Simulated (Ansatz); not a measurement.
Cl₂F₂H₂Si₂ (`F[Si@@H](Cl)[Si@@H](F)Cl`). Total charge 0; spin multiplicity 1.

```xyz
8

F    -1.211   -2.004   -0.069
Si   -0.179   -0.950   -0.672
Cl   -0.990   -0.141   -2.363
Si    0.137    0.829    0.825
F     0.606    0.281    2.246
Cl    1.636    1.977    0.044
H     1.057   -1.673   -1.039
H    -1.055    1.681    1.029
```

(1) Give the diagnostics of a CCSD(T)/def2-TZVPP run (frozen core, Ansatz). (Best estimate.)

Answers

(1) The calculation gave: T1 = 0.0113, largest single amplitude 0.015, largest double 0.021, (T) share of the correlation energy 3.5 %, 9 CCSD cycles. The RHF solution is stable towards an unrestricted one. T1 lies under the customary mark of 0.02 for closed shells.
